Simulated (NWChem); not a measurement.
Species: CH₃F₂NZr; SMILES [Zr]([F])(=[N]C)[F]

Computed with NWChem. Coordinates come from a PBE0/def2-SVP (def2 core potentials past Kr) optimisation. Not confirmed as a minimum by frequencies.

Q: Estimate the computed values for PBE/3-21G, non-relativistic. Quantities: highest occupied level (eV); orbital gap (eV); dipole (D).

A: 
| Item | Result |
|---|---|
| highest occupied level (eV) | -4.68 |
| orbital gap (eV) | 1.76 |
| dipole (D) | 2.68 |
